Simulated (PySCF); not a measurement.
Isomers of C3H9NSi, mass 87.050 u with the commonest isotopes. Method used: PBE0-D3(BJ)/def2-SVP geometry optimisation, gas phase in PySCF. One conformer each, none proved a minimum here; rigid rotors.

Question: Order these by out-of-plane moment Σ m c² = (Ia + Ib − Ic)/2, smallest first.
A. `[CH3:1][NH:2][SiH:3]1[CH2:4][CH2:5]1` with C1–N2–Si3–C4 74°
B. `[CH2:1]=[CH:2][CH2:3][SiH2:4][NH2:5]` with C1–C2–C3–Si4 100°, C2–C3–Si4–N5 49°, C3–Si4–N5–H 158° and -66°
C. `N([SiH3])=C(C)C`
D. `[CH3:1][CH2:2]/[CH:3]=[N:4]\[SiH3:5]` with C1–C2–C3–N4 125°

Answer: C (6.12 u·Å²), D (13.84 u·Å²), B (20.11 u·Å²), A (21.04 u·Å²).

Question: Order these by rotational constant B, largest first.
A. `[CH3:1][NH:2][SiH:3]1[CH2:4][CH2:5]1` with C1–N2–Si3–C4 74°
B. `CC(C)=N[SiH3]`
C. `[CH3:1][CH2:2]/[CH:3]=[N:4]\[SiH3:5]` with C1–C2–C3–N4 125°

Answer: A (2325 MHz), B (2215 MHz), C (1785 MHz).

Question: Order these by dipole moment, largest first.
A. `[CH3:1][CH2:2]/[CH:3]=[N:4]\[SiH3:5]` with C1–C2–C3–N4 125°
B. `CC(C)=N[SiH3]`
C. `[CH2:1]=[CH:2][CH2:3][SiH2:4][NH2:5]` with C1–C2–C3–Si4 100°, C2–C3–Si4–N5 49°, C3–Si4–N5–H 158° and -66°
D. `[CH3:1][NH:2][SiH:3]1[CH2:4][CH2:5]1` with C1–N2–Si3–C4 74°

Answer: B (2.35 D), A (2.22 D), D (1.35 D), C (1.04 D).

```json
{"SMILES": "CC(C)=N[SiH3]", "point group": "near Cs", "Ia (u·Å²)": "63.57", "Ib (u·Å²)": "228.15", "Ic (u·Å²)": "279.47", "κ": "-0.87", "μa (D)": "1.92", "μb (D)": "1.36", "μc (D)": "0.01"}
{"SMILES": "CN[SiH]1CC1", "point group": "C1", "Ia (u·Å²)": "54.66", "Ib (u·Å²)": "217.34", "Ic (u·Å²)": "229.92", "κ": "-0.96", "μa (D)": "1.25", "μb (D)": "0.34", "μc (D)": "0.37"}
{"SMILES": "C=CC[SiH2]N", "point group": "C1", "Ia (u·Å²)": "69.93", "Ib (u·Å²)": "230.11", "Ic (u·Å²)": "259.82", "κ": "-0.90", "μa (D)": "0.54", "μb (D)": "0.88", "μc (D)": "0.15"}
{"SMILES": "CC/C=N\\[SiH3]", "point group": "C1", "Ia (u·Å²)": "51.21", "Ib (u·Å²)": "283.14", "Ic (u·Å²)": "306.67", "κ": "-0.97", "μa (D)": "2.01", "μb (D)": "0.80", "μc (D)": "0.53"}
```
